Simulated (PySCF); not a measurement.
Vibration and rotation of BeGe⁻

CAM-B3LYP constants of BeGe⁻, ⁴Σ⁻ (quartet), unpaired electrons σ ↑, π ↑↑ (PySCF, spin-free X2C with a Gaussian nucleus, basis sets Be aug-cc-pVDZ-DK, Ge aug-cc-pVDZ-DK; masses 9.0122 and 73.9212 u):

| Quantity | Value |
| --- | --- |
| ωe | 472.4 cm⁻¹ |
| ωexe | 5.43 cm⁻¹ |
| Be | 0.43121 cm⁻¹ |
| αe | 0.00574 cm⁻¹ |
| D (centrifugal) | 1.44e-06 cm⁻¹ |
| De to Be + Ge⁻ | 1.50 eV |

**Question.** Give the vibrational terms G(v) and spacings up to v = 6.

**Answer.** G(v) = ωe(v+½) − ωexe(v+½)².

```json
{"v": "0", "G(v) (cm⁻¹)": "235", "G(v) − G(v−1)": "", "Bv (cm⁻¹)": "0.4283"}
{"v": "1", "G(v) (cm⁻¹)": "696", "G(v) − G(v−1)": "462", "Bv (cm⁻¹)": "0.4226"}
{"v": "2", "G(v) (cm⁻¹)": "1147", "G(v) − G(v−1)": "451", "Bv (cm⁻¹)": "0.4169"}
{"v": "3", "G(v) (cm⁻¹)": "1587", "G(v) − G(v−1)": "440", "Bv (cm⁻¹)": "0.4111"}
{"v": "4", "G(v) (cm⁻¹)": "2016", "G(v) − G(v−1)": "429", "Bv (cm⁻¹)": "0.4054"}
{"v": "5", "G(v) (cm⁻¹)": "2434", "G(v) − G(v−1)": "418", "Bv (cm⁻¹)": "0.3996"}
{"v": "6", "G(v) (cm⁻¹)": "2841", "G(v) − G(v−1)": "407", "Bv (cm⁻¹)": "0.3939"}
```

**Question.** How well does the Morse estimate ωe²/(4ωexe) reproduce De, and what is D0?

**Answer.** It gives 1.27 eV, 85 % of the computed De. D0 = De − G(0) = 1.50 − 0.03 = 1.47 eV.

Spin–orbit coupling is left out. For an ion De counts to the pair picked by the measured ionisation energies or electron affinities, which need not be the lowest pair at this level. The state was picked by a PBE0 search and need not be the measured ground state.
